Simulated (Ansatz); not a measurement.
`[AlH2][SiH](Cl)[AsH2]` + SiH₄ → `[AlH2][SiH]([SiH3])Cl` + arsine at 600 K and 1 bar (formal exchange of groups at the Si–As bond).

Computed with Ansatz on PBE0-D4/def2-TZVP structures; ΔE is electronic, products minus reactants. CBS: MP2 limit from def2 TZ/QZ plus the TZ coupled-cluster correction, frozen cores. This one scheme is used for every species. For As outer-core shells are correlated without core-valence functions, which leaves a few kJ/mol of doubt a bond. Scalar relativity is left out up to krypton.

| species | CCSD(T)/CBS energy (Eh) | H − E (kJ/mol) | S (J/(mol·K)) |
| --- | --- | --- | --- |
| `[AlH2][SiH](Cl)[AsH2]` | -3228.91795 | 173.3 | 497.6 |
| SiH₄ | -291.46306 | 108.7 | 242.3 |
| `[AlH2][SiH]([SiH3])Cl` | -1283.57831 | 199.6 | 498.5 |
| `[AsH3]` | -2236.79077 | 81.6 | 254.3 |

H − E and S are ideal-gas, rigid-rotor, harmonic terms from PBE0-D4/def2-TZVP, for one conformer and one mirror image of each species. 1 Eh = 2625.50 kJ/mol, R = 8.31446 J/(mol·K).

Question: By hand: ΔE, ΔH, ΔS and ΔG.

Answer: ΔE = (-1283.57831) + (-2236.79077) − (-3228.91795) − (-291.46306) = 0.01193 Eh = 31.3 kJ/mol. Δ(H − E) = 199.6 + 81.6 − 173.3 − 108.7 = -0.8, so ΔH = 30.5 kJ/mol. ΔS = 498.5 + 254.3 − 497.6 − 242.3 = 12.9 J/(mol·K). ΔG = 30.5 − 600 × (12.9)/1000 = 22.8 kJ/mol.

Question: By hand: the equilibrium constant, and the temperature at which ΔG would vanish if ΔH and ΔS stayed fixed.

Answer: log₁₀ K = −ΔG/(RT ln 10) = -2.0. ΔG = 0 at ΔH/ΔS = 2364 K, though so small a ΔS makes that figure unsure.

The number of gas molecules stays the same, so ΔS is small and ΔH decides. A doubt of 5 kJ/mol in ΔE shifts log₁₀ K by 0.4 here. Other conformers and mirror images would add mixing entropy, several J/(mol·K) or more a flexible species. Modes under 60 cm⁻¹, often nearly free rotors, make the harmonic entropy too high. These are equilibria of isolated gas molecules and say nothing of rates. Largest T1 diagnostic: 0.012 (customary marks: 0.02 for closed shells, 0.045 for open ones).
